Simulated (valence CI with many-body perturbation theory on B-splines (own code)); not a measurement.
## Valence orbitals of Er⁶²⁺

Computed by relativistic CI+MBPT: four valence electrons over a frozen Dirac-Fock core [He], radial functions for each j: 11 s, 11 p, 9 d, 7 f, 5 g, 2 h, 1 i, with the one-electron correlation potential Σ1 (screened to all orders), the two-electron term Σ2, the three-electron term Σ3, Breit, model QED; selected single and double excitations, second order for the rest (own B-spline code, finite nucleus).

No measured spectrum was set against this ion. As an estimate, large intervals hold to a few tenths of a per cent, small ones and those within an open d or f shell to about a per cent. Among the levels kept, up to 270 cm⁻¹ of a level comes from second order outside the variational space, and about a tenth of that is noise between levels of different J, which matters for small intervals.

These are the spectroscopic orbitals of the CI (the correlating ones are not listed), shaped by the core and the other valence electrons. h is the expectation value of the core's Dirac-Fock operator, without the valence repulsion; Σ1 is computed up to l = 3 at one energy for each symmetry, that of its lowest orbital but kept below the first core excitation, so for empty shells it is not the orbital's own correlation shift; Breit and QED include the response of the core.

```
Orbital  h (hartree)  Σ1 (cm⁻¹)  Breit (cm⁻¹)  QED (cm⁻¹)  ⟨r⟩ (bohr)
  2s1/2      -598.92      -1506         94653      113045     0.08277
  3s1/2      -260.35       -377         26122       32513      0.1934
  4s1/2      -144.24       -148         10338       13282      0.3523
  5s1/2      -91.367      -73.3          5160        6675      0.5584
  2p1/2      -592.62      -4102        190116        3294     0.06846
  3p1/2      -258.57       -936         50484         508      0.1802
  4p1/2      -143.51       -361         19972         179      0.3400
  5p1/2          -91       -177          9936        84.8      0.5470
  2p3/2      -554.35      -2652         65340       14563     0.07507
  3p3/2       -247.2       -609         18041        3829      0.1896
  4p3/2      -138.75       -236          8616        1549      0.3524
  5p3/2      -88.577       -116          4338         778      0.5624
  3d3/2      -246.55       -281          1832        -257      0.1601
  4d3/2      -138.47       -121          1007       -50.1      0.3236
  5d3/2      -88.436      -62.7           500       -14.0      0.5345
  3d5/2      -243.31       -241           597        1207      0.1632
  4d5/2      -137.09       -103           328         562      0.3275
  5d5/2      -87.731      -53.3           155         298      0.5392
  4f5/2      -137.02      -22.4          10.7        -161      0.2816
  5f5/2      -87.695      -12.7           8.8       -78.4      0.4938
  4f7/2      -136.35      -21.0           3.1         147      0.2837
  5f7/2      -87.354      -11.9           2.6        79.9      0.4961
  5g7/2      -87.343                      0.0       -52.0      0.4332
  5g9/2      -87.141                      0.0        41.7      0.4348
```

Among the shells of the start configuration 2s2 2p2, Σ1 is largest in size for 2p1/2, where it is 0.0032 % of h.

Lowest root of each symmetry, sizes in configuration state functions:

```
J  Parity  Roots  Reference  Variational  Second order  Change by selected CI (cm⁻¹)  Change by second order (cm⁻¹)
0    even     12         42        22057         30556                        -23110                              0
1    even     20         91        39998         55959                        -19993                            -27
2    even     22        100        39999        115827                        -21720                           -104
3    even     11         66        39996        139884                        -20418                            -62
4    even      5         29        39426        118464                        -21982                            -13
5    even      2          8        21526         28624                        -20369                            -11
0     odd      8         37        17862         17179                        -24776                             -1
1     odd     20         94        39999         86144                        -28122                            -16
2     odd     19        100        39997        108348                        -22406                            -61
3     odd      9         70        39998        121779                        -21511                            -63
4     odd      3         36        32037         75143                        -21777                             -9
```
